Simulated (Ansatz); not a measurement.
A nudged elastic band was laid between two geometries of CH4BCl + H2S (10 atoms, charge 0, multiplicity 1).

Level of theory: RKS BHLYP/6-31G* in Ansatz 0.2.0.

- movable images: 9
- climbing image: yes
- spring: 5.0 eV/Å²
- optimiser: quadratic models (default)
- start path: through a guess of the saddle point
- force threshold: 0.03 eV/Å
- iteration limit: 41
- end points: relaxed

First end point:

```xyz
10
Properties=species:S:1:pos:R:3
B 0.155 -0.335 0.074
Cl 0.252 -1.045 1.696
C 1.433 -0.190 -0.802
H 1.527 -1.105 -1.395
H 1.350 0.631 -1.509
H 2.350 -0.086 -0.229
H -0.940 -0.133 -0.326
S 0.025 2.713 1.019
H 1.031 2.641 1.894
H -0.898 2.385 1.928
```

Last end point:

```xyz
10
Properties=species:S:1:pos:R:3
B 0.244 0.627 -0.526
Cl -1.145 0.064 3.968
C 1.598 0.104 -1.095
H 1.645 -0.979 -0.973
H 1.632 0.279 -2.171
H 2.489 0.537 -0.648
H -0.798 0.239 -0.939
S 0.072 1.849 0.782
H 1.359 2.080 1.063
H -0.811 0.677 2.891
```

Problem. Which bonds break or form, and what moves?

Solution. Bonds broken: B1–Cl2, S8–H10. Bonds formed: B1–S8, Cl2–H10. CH4BCl + H2S becomes CH5BS + ClH.

Problem. What energy profile does the band end with?

Solution. The run converged. The highest image is number 4 of 0 to 10, 27.8 kcal/mol above the first end and 24.6 kcal/mol above the last; the last end lies 3.2 kcal/mol above the first. A vibrational analysis at the climbing image gives one clearly imaginary mode, 1175i cm⁻¹: a first-order saddle point. The orbitals stay closed-shell, which can raise the energy where a bond breaks towards radicals; this wasn't checked here.

| image | path coordinate (Å) | energy (kcal/mol) | B1–Cl2 (Å) | S8–H10 (Å) | B1–S8 (Å) |
| --- | --- | --- | --- | --- | --- |
| 0 | 0.00 | 0.0 | 1.77 | 1.34 | 3.19 |
| 1 | 0.70 | 0.1 | 1.77 | 1.34 | 3.13 |
| 2 | 1.40 | 1.2 | 1.79 | 1.33 | 2.75 |
| 3 | 2.11 | 7.2 | 1.88 | 1.34 | 2.19 |
| 4 | 2.81 | 27.8 | 2.24 | 1.62 | 1.96 |
| 5 | 3.43 | 11.1 | 2.81 | 2.17 | 1.84 |
| 6 | 4.06 | 5.0 | 3.39 | 2.53 | 1.80 |
| 7 | 4.69 | 3.9 | 3.85 | 2.64 | 1.80 |
| 8 | 5.32 | 3.5 | 4.19 | 2.60 | 1.80 |
| 9 | 5.94 | 3.3 | 4.49 | 2.57 | 1.80 |
| 10 | 6.57 | 3.2 | 4.74 | 2.57 | 1.80 |

Problem. What is the geometry of the highest image?

Solution. 
```xyz
10
Properties=species:S:1:pos:R:3
B 0.020 0.428 0.014
Cl -0.080 -0.579 2.014
C 1.385 0.045 -0.645
H 1.414 -1.014 -0.889
H 1.494 0.596 -1.580
H 2.250 0.270 -0.026
H -1.040 0.132 -0.413
S -0.126 2.191 0.860
H 1.174 2.424 1.073
H -0.207 0.985 1.944
```

Problem. What are the harmonic wavenumbers there?

Solution. 1175i, 196, 211, 256, 320, 351, 387, 554, 758, 813, 931, 1003, 1033, 1067, 1113, 1201, 1434, 1542, 1555, 2783, 2799, 3125, 3192, 3218 cm⁻¹.

Run time: 10 min on 1 thread of Arm Neoverse V2, on a shared host, peak memory 0.18 GiB.
